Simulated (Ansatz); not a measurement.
Input for Ansatz (development build ahead of 0.2.0):

```yaml
crystal:
  periodic: [false, false, false]
  atoms:
    - { symbol: Li, position_ang: [-1.66221, 0.61139, -0.26301] }
    - { symbol: Li, position_ang: [1.20532, 0.04862, 1.28472] }
    - { symbol: F, position_ang: [0.6032, -0.99785, -1.5206] }
    - { symbol: F, position_ang: [-0.23488, 0.33924, 0.52619] }
basis:
  gaussian: { orbitals: def2-SVP }
total_charge: 1
magnetization:
  spin_polarized: true
  initial_magnetization: 1
hamiltonian:
  xc: hf
output:
  forces: true
```

The input is written out in the form of the current development build from the run's settings.

Results

- Converged: yes
- Total energy: -213.49048 hartree
- Spin squared of the determinant: 0.753
- Stability test: minimum

Forces (eV/Å):
| atom | Fx | Fy | Fz |
| --- | --- | --- | --- |
| Li1 | -0.002 | 0.000 | -0.001 |
| Li2 | 0.002 | 0.000 | 0.002 |
| F3 | 0.000 | 0.000 | -0.001 |
| F4 | 0.000 | 0.001 | 0.000 |
